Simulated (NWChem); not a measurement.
Molecule: CH₇BP₂; SMILES CB(P)P

```xyz
11

B      0.3622    -0.0311     0.0000
C      1.9387     0.0416     0.0000
H      2.3639     0.5211    -0.8898
H      2.3639     0.5211     0.8898
H      2.3104    -0.9960     0.0000
P     -0.5890     0.0988    -1.6593
H      0.2349    -0.7156    -2.4802
H     -1.6398    -0.8366    -1.4774
P     -0.5890     0.0988     1.6593
H     -1.6398    -0.8366     1.4774
H      0.2349    -0.7156     2.4802
```
Atoms are numbered in this order, from 1.

All runs: NWChem. The geometry was optimised at B3LYP/6-31G* (spherical d).

**Question.** Taking Hartree-Fock/def2-TZVPP as the yardstick, which of these has the fewest basis functions while keeping “dipole (D)” within 0.1 D of it: Hartree-Fock/def2-SVP; Hartree-Fock/def2-SVPD; Hartree-Fock/def2-TZVP?

**Answer.** Hartree-Fock/def2-SVPD.
| level | basis functions | dipole (D) | relative time (rough) |
|---|---|---|---|
| Hartree-Fock/def2-SVP | 99 | 1.89 | 1 |
| Hartree-Fock/def2-SVPD | 144 | 1.78 | 3 |
| Hartree-Fock/def2-TZVP | 178 | 1.77 | 4 |
| Hartree-Fock/def2-TZVPP | 244 | 1.76 | 8 |

The yardstick is one finite set, not the basis-set limit.
